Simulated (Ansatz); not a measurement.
Reaction (germylene formation by 1,1-elimination): `[CH3][GeH2][F]` → CH₄ + `[F][GeH]`

Computed with Ansatz on PBE0-D4/def2-TZVP structures; ΔE is electronic, products minus reactants. CCSD(T)/CBS is the MP2 limit (def2-TZVPP, def2-QZVPP) plus CCSD(T) − MP2 in def2-TZVPP, frozen cores. This one scheme is used for every species. DFT in def2-TZVPP. HSE06 is defined as in plane-wave codes. For Ge outer-core shells are correlated without core-valence functions, which leaves a few kJ/mol of doubt a bond. Scalar relativity is left out up to krypton.

```
             level  ΔE (kJ/mol)
       LDA (SPW92)        129.1
           ωB97X-V        110.8
           ωB97M-V         95.8
             HSE06        105.7
SCS-MP2/def2-TZVPP        115.1
CCSD(T)/def2-TZVPP        115.0
      HF/CBS(def2)         92.0
    CCSD/CBS(def2)        104.9
```

Question: What does CCSD(T)/CBS give? (Best estimate.)

Answer: Computed: +106.9 kJ/mol. The listed levels differ from it by 22.2, 3.9, -11.1, -1.2, 8.2, 8.1, -14.9, -2.0 kJ/mol.

Question: What do rigid-rotor, harmonic-oscillator terms from PBE0-D4/def2-TZVP frequencies (298.15 K, 1 bar) make of the CCSD(T)/CBS value? (Best estimate.)

Answer: Ansatz gave: ΔZPE = -6.0 kJ/mol, ΔH = +105.7 kJ/mol, ΔS = 136 J/(mol·K), ΔG = +65.0 kJ/mol.

Largest T1 diagnostic among the species: 0.014.

From r2SCAN to r2SCAN0 (25 % exact exchange), in def2-TZVPP and without D4, ΔE moves by +7.4 kJ/mol. In def2-TZVPP, CCSD(T) changes the Hartree–Fock value by +21.5 kJ/mol (the triples alone add +2.0 kJ/mol) and MP2 by +34.2 kJ/mol.
